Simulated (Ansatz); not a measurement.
`C[SiH2]C[SiH2]F` → `CC([SiH3])[SiH2]F`  (isomerisation)

Computed with Ansatz on PBE0-D4/def2-TZVP structures; ΔE is electronic, products minus reactants. CBS: MP2 limit from def2 TZ/QZ plus the TZ coupled-cluster correction, frozen cores. DFT in def2-TZVPP. B3LYP here is the variant with VWN-RPA as its local correlation; programs differ in this. One conformer a species, not always the lowest.

`C[SiH2]C[SiH2]F`:

```xyz
14

C     0.637    1.168   -1.542
Si   -0.034    1.238    0.198
C    -0.984   -0.326    0.632
Si    0.044   -1.849    0.858
F     0.996   -2.050   -0.421
H     1.192    2.079   -1.780
H    -0.175    1.070   -2.268
H     1.306    0.314   -1.664
H    -0.941    2.412    0.350
H     1.079    1.403    1.175
H    -1.515   -0.156    1.577
H    -1.748   -0.507   -0.132
H     0.925   -1.719    2.046
H    -0.782   -3.077    0.972
```

`CC([SiH3])[SiH2]F`:

```xyz
14

C     1.167   -1.011   -0.300
C     0.056    0.039   -0.464
Si    0.475    1.618    0.469
Si   -1.606   -0.630    0.025
F    -1.920   -1.951   -0.832
H     1.273   -1.316    0.745
H     2.136   -0.625   -0.626
H     0.957   -1.911   -0.883
H    -0.030    0.333   -1.519
H     0.591    1.336    1.926
H    -0.572    2.656    0.266
H     1.780    2.147   -0.012
H    -1.616   -1.029    1.455
H    -2.690    0.345   -0.251
```

| level | ΔE (eV) |
| --- | --- |
| B3LYP-D4 | 0.62 |
| ωB97M-V | 0.63 |
| B3LYP | 0.64 |
| HF/def2-TZVPP | 0.63 |
| MP2/def2-TZVPP | 0.61 |
| SCS-MP2/def2-TZVPP | 0.59 |
| CCSD(T)/def2-TZVPP | 0.60 |
| MP2/def2-QZVPP | 0.62 |

(1) What does CCSD(T)/CBS give? (Best estimate.)

Largest T1 diagnostic among the species: 0.011.

Answers

(1) Ansatz gave: +0.61 eV. The listed levels differ from it by 0.01, 0.02, 0.03, 0.02, 0.00, -0.02, -0.01, 0.01 eV.
